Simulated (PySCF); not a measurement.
C4H11BP (charge -1).
Atom-mapped SMILES: `[PH2:1][BH2-:2][CH:3]1[CH2:4][CH2:5][CH2:6]1` (hydrogens: H7, H8 on P1; H9, H10 on B2; H11 on C3; H12, H13 on C4; H14, H15 on C5; H16, H17 on C6)

Torsions of this conformer, `[PH2:1][BH2-:2][CH:3]1[CH2:4][CH2:5][CH2:6]1`: P1–B2–C3–C4 72°, H–P1–B2–C3 -170°, H–P1–B2–C3 -76°.

The closed-shell ground state was solved at several levels (PySCF, density fitting, gas phase, non-relativistic). One conformer (not necessarily the lowest) at the PBE0-D3(BJ)/def2-SVP geometry, without solvent, vibrations or thermal averaging. No diffuse functions stand in pcSseg-1, which bears on an anion's orbital energies.

```csv
level,basis functions,HOMO (eV),LUMO (eV),gap (eV)
CAM-B3LYP/def2-SVPD,212,-2.68,4.67,7.35
B97-2/pcSseg-1,164,-1.10,5.12,6.22
```

**Question.** Estimate the row for PBE0/pcSseg-1, a basis of 164 functions; the other rows only guide the guess.

**Answer.** HOMO -1.34 eV, LUMO 5.09 eV, gap 6.43 eV.

**Question.** Over all these levels, which gives the widest orbital gap and which the narrowest?

**Answer.** CAM-B3LYP/def2-SVPD (range-separated hybrid) has the widest, 7.35 eV, and B97-2/pcSseg-1 (global hybrid, 21 % exact exchange) the narrowest, 6.22 eV. Functional and basis both differ between the two, so the spread mixes both effects.
